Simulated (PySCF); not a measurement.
# Nb²⁺ (niobium, charge +2) across methods

[Kr] 4d3, high-spin 4F determinant. All numbers are calculated (PySCF 2.14, scalar relativity by spin-free X2C-1e, in aug-cc-pVTZ-DK (9s8p6d3f2g, 102 functions)).

| method | E (hartree) | mean ε 4p α (eV) | mean ε 4p β (eV) | mean ε 4d α (eV) | Σ⟨r²⟩ (bohr²) | ⟨S²⟩ |
| --- | --- | --- | --- | --- | --- | --- |
| revPBE | -3818.29 | -52.491 | -50.546 | -20.156 | 30.84 | 3.751 |
| PBE0 | -3818.15 | -55.481 | -52.833 | -21.649 | 30.70 | 3.751 |
| MN15 | -3821.01 | -55.819 | -53.874 | -22.217 | 30.60 | 3.751 |
| CAM-B3LYP | -3818.68 | -56.852 | -54.359 | -22.941 | 30.81 | 3.751 |
| LDA | -3813.83 | -52.680 | -50.889 | -20.159 | 30.95 | 3.750 |
| PBE | -3818.07 | -52.546 | -50.601 | -20.182 | 30.87 | 3.751 |
| UHF | -3816.43180 | -63.252 | -58.223 | -25.362 | 30.64 | 3.755 |

(1) Estimate the same row for r2SCAN.

## Answers

(1) E (hartree) = -3818.46; mean ε 4p α (eV) = -53.538; mean ε 4p β (eV) = -51.237; mean ε 4d α (eV) = -20.466; Σ⟨r²⟩ (bohr²) = 30.64; ⟨S²⟩ = 3.752.
